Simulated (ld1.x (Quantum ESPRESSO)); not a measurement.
Configuration tests for silicon (Si) (TM)

silicon (Si), norm-conserving Troullier–Martins (Kleinman–Bylander form), made with ld1.x (Quantum ESPRESSO) 7.5 (BLYP, scalar-relativistic). Core [Ne], reference 3s2 3p2. Waves: 3p (bound): rc 1.50 bohr; 3s (bound): rc 1.40 bohr. Local part: the s channel. Core correction: Bessel-smoothed model core inside 1.10 bohr.

Energies are relative to the spin-unpolarised reference configuration 3s2 3p2; without spin polarisation the order of configurations can differ from experiment. The frozen-core shift is the all-electron ΔE with the core orbitals held at their reference shape minus the fully relaxed ΔE.

| valence configuration | charge | ΔE all-electron (eV) | error AE − PS (meV) | frozen-core shift (meV) |
| --- | --- | --- | --- | --- |
| 3s2 3p1 | +1 | 7.589 | +3.1 | +1.2 |
| 3s2 3p0 | +2 | 23.479 | +17 | +12 |
| 3s1 3p0 | +3 | 57.483 | +47 | +69 |
| 3s0 3p4 | 0 | 13.875 | +1.9 | +3.1 |
| 3s1 3p2 | +1 | 15.044 | +7.7 | +3.5 |
| 3s1 3p3 | 0 | 6.852 | +0.3 | +0.8 |
| 3s2 3p2.3 | -0.3 | -0.885 | +0.2 | 0.0 |
